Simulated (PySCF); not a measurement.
**[Eu(H2O)]3+ at several levels of theory**

Computed with PySCF 2.14.0 (density fitting, no spin-orbit coupling) at the geometry relaxed with B3LYP:

```xyz
4
[Eu(H2O)]3+ (singlet in the valence; each metal's 4f electrons, 6 of them, lie in its core potential, out of spins and levels)
Eu    0.0000    0.0000   -0.0947
O     0.0000    0.0000    2.1307
H     0.7824    0.0000    2.7619
H    -0.7824    0.0000    2.7619
```

```csv
level,basis,state,HOMO (eV),gap (eV),charge on Eu1 (e),population of f-type functions on Eu1 (polarisation alone where 4f lies in the core),dipole about the centre of mass (D),largest force component (eV/Å)
B3LYP,"Eu lcecp-1-SVP with ECP52, O def2-SVP, H def2-SVP",singlet,-27.59,6.67,2.55,0.02,3.08,0.00
PBE,the same,singlet,-26.26,4.67,2.51,0.02,3.39,0.44
B3LYP,"Eu lcecp-1-TZVP with ECP52, O def2-TZVP, H def2-TZVP",singlet,-27.60,6.71,2.64,0.03,3.11,0.27
```

In the lcecp rows the 4f levels are missing from HOMO and gap, and the state counts the valence alone.

Charges are Mulliken's, which hang on the basis. The relaxation used the grid (50, 194), these runs (75, 302) or, all-electron (x2c bases, spin-free X2C Hamiltonian), (99, 590).

Q: A further run in the first row's basis gives HOMO (eV) -27.88, gap (eV) 7.33, charge on Eu1 (e) 2.57, population of f-type functions on Eu1 (polarisation alone where 4f lies in the core) 0.02, dipole about the centre of mass (D) 3.01, largest force component (eV/Å) 0.16. Which level was it?
A. PBE0
B. HF
C. BP86

A: A. The others give HOMO -32.20 eV (HF); -26.35 eV (BP86).

In the first row's basis the gap widens with exact exchange: 4.7 to 4.8 eV for PBE, BP86 (none); 6.7 to 7.3 eV for B3LYP, PBE0 (a fixed share); 15.6 eV for Hartree–Fock (rising or full at long range).

An lcecp potential fixes the number of 4f electrons, so in runs with it no electron can move into or out of that shell.
